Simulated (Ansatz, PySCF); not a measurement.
Reaction 3 R1 + R2 → P1 + 4 P2, each structure at its B3LYP-D3(BJ)/def2-TZVP stationary point, reached from a drawn start (curvature not checked).
P1, H2O3Si (SMILES O=[Si](O)O) (charge 0, multiplicity 1):
```xyz
6

Si     0.000     0.268     0.000
O      0.000     1.783     0.000
O      1.274    -0.728     0.000
O     -1.274    -0.728     0.000
H      2.136    -0.298     0.000
H     -2.136    -0.298     0.000
```
P2: H2 (SMILES [H][H]), charge 0, multiplicity 1.
R1: H2O (SMILES O), charge 0, multiplicity 1.
R2: SiH4 (SMILES [SiH4]), charge 0, multiplicity 1.

P less R. No zero-point or thermal terms. One arrangement of each flexible species, with no search for the lowest.

Frozen-core correlation throughout.

Run with Ansatz (Gaussian orbitals); PySCF for the D3/D4 terms. Each number belongs to the level named beside it.

The comparison value is -0.757 eV (CCSD(T)/cc-pV(Q+d)Z). It is a level with limits of its own, not the exact answer.

Question: Order these levels by how close they come to the comparison value for the reaction energy, closest first: B3LYP-D3(BJ)/def2-TZVPP, PBE/def2-TZVPP, r2SCAN-D4/def2-TZVPP, revPBE-D4/def2-TZVPP, PBE-D3(BJ)/def2-TZVPP. Give each level's value less the comparison value.

Answer: B3LYP-D3(BJ)/def2-TZVPP (0.008 eV), revPBE-D4/def2-TZVPP (-0.075 eV), PBE-D3(BJ)/def2-TZVPP (0.102 eV), PBE/def2-TZVPP (0.130 eV), r2SCAN-D4/def2-TZVPP (-0.143 eV)

Ansatz is a first-principles code.
